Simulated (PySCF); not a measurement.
Bonds (- single, = double, # triple, : aromatic): C1-C2, C2-C3, C2-C4, C2-C5, C5-P6, P6=C7, C7-F8. C1 carries H9, H10, H11; C3 carries H12, H13, H14; C4 carries H15, H16, H17; C5 carries H18, H19; C7 carries H20. Stereochemistry as in CC(C)(C)C/P=C\F.

All values are calculated (PySCF 2.14): coordinates at the GFN2-xTB level, shielding tensors at PBE0/pcSseg-1 (GIAO). Fast rotation and ring inversion assumed for equivalent nuclei, gas phase, one conformer, non-relativistic.

Referencing at the same level of theory: TMS for 13C (σ = 186.93 ppm) and 1H (σ = 31.72 ppm); 31P (σ = 318.38 ppm) vs H3PO4; 19F (σ = 170.95 ppm) against CFCl3.

```tsv
atoms	nucleus	count	δ (ppm)
C5	13C	1	?
H9/H10/H11/H12/H13/H14/H15/H16/H17	1H	9	?
C1/C3/C4	13C	3	?
F8	19F	1	-31.3
C2	13C	1	30.9
H18/H19	1H	2	2.33
P6	31P	1	175.2
C7	13C	1	209.8
H20	1H	1	8.39
```

Complete the table.

Answers


- C5: 41.3 ppm, sp3 CH2 bonded to P
- C1/C3/C4: 31.9 ppm, methyl carbon; aliphatic region, no heteroatom directly attached
- H9/H10/H11/H12/H13/H14/H15/H16/H17: 1.15 ppm, hydrogen on a methyl carbon; far from electronegative atoms and π systems

Shifts are as computed. Against solution values, carbons near 30 ppm lie about +3 ppm off and those near 130 ppm about +5 ppm. Of 1211 compounds with measured shifts, 218 miss one by over three times the rms of a fit or turn the order of signals round; such compounds aren't used in these exercises. Unscaled 19F shifts against computed CFCl3 carry errors that often reach 10 to 50 ppm. Experimental scales use liquid or dissolved standards, which lie at an offset from isolated H3PO4.
